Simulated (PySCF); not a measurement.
# Ionisation energy of Cr by level of theory

Cr [Ar] 3d5 4s1 (7S) → Cr⁺ [Ar] 3d5 (6S), as a difference of total energies. Calculation: PySCF 2.14, in aug-cc-pVDZ; the non-relativistic Hamiltonian (point nucleus). Correlated levels: valence: [Ar] frozen. The calculations carry no spin-orbit coupling.

| method | ionisation energy (eV) | difference from reference (eV) |
| --- | --- | --- |
| UHF | 5.911 | -0.856 |
| LDA | 7.429 | +0.662 |
| PBE | 7.214 | +0.447 |
| PBE0 | 6.892 | +0.125 |
| r2SCAN | 7.178 | +0.411 |
| wB97X | 6.362 | -0.405 |
| M06-2X | 6.487 | -0.280 |
| CAM-B3LYP | 6.781 | +0.014 |
| wB97M-V | 6.586 | -0.181 |
| MP2 (valence) | 6.354 | -0.413 |
| SCS-MP2 (valence) | 6.059 | -0.708 |

Reference: 6.767 eV (measured; NIST Atomic Spectra Database, ionization energies).

These non-relativistic numbers lack the scalar-relativistic shift.

Errors of the correlated levels include the incompleteness of this basis and the frozen core.
